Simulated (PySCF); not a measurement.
BrSi, SMILES [Si]Br (connectivity only; charge and spin as stated), charge +1, multiplicity 1. Geometry: B3LYP-D3(BJ)/def2-TZVP. The spin state was assumed, not searched.

TDA-CAM-B3LYP/def2-TZVPD (PySCF) puts the lowest singlet excitations at 4.85, 5.00, 5.00, 5.04, 5.04, 6.66 eV and the lowest triplet (TDA) at 3.41 eV.

Problem. What are the lowest singlet roots from EOM-CCSD/aug-cc-pVDZ (PySCF)? (An estimate is asked for; the answer gives what the named calculation found.)

Solution. 5.03, 5.03, 5.08, 5.08, 5.12, 6.29 eV; triplets 3.53, 3.53, 4.46 eV. S1 differs by 0.18 eV (second minus first; roots are paired by order, and the bases may differ).
